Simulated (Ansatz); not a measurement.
Input (CCSDT(Q)/cc-pV(D+d)Z; Ansatz, an electronic-structure program): A basis named .json is the Basis Set Exchange file of that set.

Ansatz 0.2 input:
```yaml
crystal:
  periodic: [false, false, false]
  atoms:
    - {symbol: Si, position_ang: [1.00069298, -0.36544870, -0.18744139]}
    - {symbol: C, position_ang: [-0.59848610, 0.58958411, -0.19643255]}
    - {symbol: C, position_ang: [-1.64394415, 0.28522735, 0.56999173]}
    - {symbol: H, position_ang: [1.28984358, -0.91818169, -1.53356666]}
    - {symbol: H, position_ang: [0.89673380, -1.47661315, 0.78763548]}
    - {symbol: H, position_ang: [2.13525496, 0.51364887, 0.18823350]}
    - {symbol: H, position_ang: [-0.68757308, 1.44449957, -0.86362899]}
    - {symbol: H, position_ang: [-2.56539781, 0.85771874, 0.54635179]}
    - {symbol: H, position_ang: [-1.62398173, -0.55365931, 1.25779925]}
basis:
  gaussian:
    orbitals: cc-pV_D+d_Z.json
magnetization: {spin_polarized: false}
correlation: {method: ccsdt_q, electrons: outside_noble_gas}
```

Output:

```
Functional definition: HF
integrals: 0.10 GiB planned
1583 factors; integrals over basis functions are off by at most 2.4e-7 eV
mean field: 0.29 GiB planned
mean field evaluation 1: about -10015.9141 eV, gradient 2.2e1 eV
mean field evaluation 2: about -10015.9164 eV, gradient 2.2e1 eV
mean field evaluation 4: about -10017.6489 eV, gradient 2.5e0 eV
mean field evaluation 8: about -10017.6723 eV, gradient 3.7e-4 eV
mean field evaluation 16: about -10017.6719 eV, gradient 2.5e-1 eV
mean field -10017.67231635 eV, -368.1426674037 hartree, gradient 1.5e-6 eV, S^2 0.000000; 0 other end points of the search recorded, 0 dependent functions left out
7 core orbitals not correlated
reference -10017.67231635 eV, -368.1426674037 hartree; 9, 9 occupied and 65, 65 virtual orbitals, 1583 factors
second order -10.15717541 eV of doubles, -0.00000000 eV of singles
coupled cluster: 1.95 GiB planned
cycle   1  -11.03231931 eV  change   -8.8e-1 eV  update   9.3e-2
cycle   2  -11.69607257 eV  change   -6.6e-1 eV  update   4.0e-2
cycle   3  -11.88752935 eV  change   -1.9e-1 eV  update   1.8e-2
cycle   4  -11.87298979 eV  change    1.5e-2 eV  update   6.0e-3
cycle   5  -11.87716813 eV  change   -4.2e-3 eV  update   2.6e-3
cycle   6  -11.87952921 eV  change   -2.4e-3 eV  update   8.2e-4
cycle   7  -11.87924461 eV  change    2.8e-4 eV  update   3.3e-4
cycle   8  -11.87921396 eV  change    3.1e-5 eV  update   1.1e-4
cycle   9  -11.87933324 eV  change   -1.2e-4 eV  update   4.3e-5
cycle  10  -11.87933024 eV  change    3.0e-6 eV  update   1.3e-5
cycle  11  -11.87932014 eV  change    1.0e-5 eV  update   5.5e-6
cycle  12  -11.87932406 eV  change   -3.9e-6 eV  update   2.4e-6
cycle  13  -11.87932482 eV  change   -7.6e-7 eV  update   9.2e-7
cycle  14  -11.87932581 eV  change   -9.9e-7 eV  update   3.9e-7
coupled cluster: 1.95 GiB planned
perturbative correction -0.02356861 eV, -0.0008661306 hartree
Total energy: -10029.57521077 eV, -368.5800907057 hartree
```
